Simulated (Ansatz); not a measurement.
Reactions of C2H7GaSi, SMILES `[CH2]1[SiH2][CH2][GaH]1`.

Isolated molecules relaxed with PBE0-D4/def2-TZVP in Ansatz; ΔE leaves out vibrations. CCSD(T)/CBS adds triple-zeta CCSD(T) − MP2 to the extrapolated MP2 energy (def2 sets, frozen cores). This one scheme is used for every species, atoms too. For atomizations the MP2-based limit and the directly extrapolated one differ by several kJ/mol either way, and by 10 to 25 for some Ge, Se and Sn compounds, so smaller differences from it don't rank the levels. Functionals use def2-TZVPP. B3LYP here is the variant with VWN-RPA as its local correlation; programs differ in this. Open shells (•) are unrestricted, without spin–orbit coupling. Spin–orbit coupling would lower the free atoms: a little for C, Si; clearly for Ga. For Ga outer-core shells are correlated without core-valence functions, so the limit isn't a true one: a few kJ/mol of doubt a bond, and 10 to 20 or more in all where bonds break to atoms. Scalar relativity is left out up to krypton.

| reaction | B3LYP-D4 (kJ/mol) | CCSD/CBS(def2) (kJ/mol) | ωB97X-V (kJ/mol) | CCSD(T)/CBS(def2) (kJ/mol) |
| --- | --- | --- | --- | --- |
| `[CH2]1[SiH2][CH2][GaH]1` → `C[CH]1[SiH2][GaH]1` | 128 | 140 | 138 | 138 |
| `[CH2]1[SiH2][CH2][GaH]1` → `[SiH3][Ga]1[CH2][CH2]1` | 74 | 110 | 124 | 103 |
| `[CH2]1[SiH2][CH2][GaH]1` → 2 C• + Ga• + 7 H• + Si• | 3663 | 3649 | 3705 | 3696 |
| `[CH2]1[SiH2][CH2][GaH]1` → `[SiH3]/C=[CH]\[GaH2]` | 84 | 99 | 101 | 99 |
| `[CH2]1[SiH2][CH2][GaH]1` → `[SiH3][CH]1[CH2][GaH]1` | 95 | 126 | 139 | 118 |
| `[CH2]1[SiH2][CH2][GaH]1` → `C1[CH2][GaH][SiH2]1` | 49 | 59 | 53 | 59 |

Largest T1 diagnostic: 0.017, for `[SiH3][CH]1[CH2][GaH]1`.
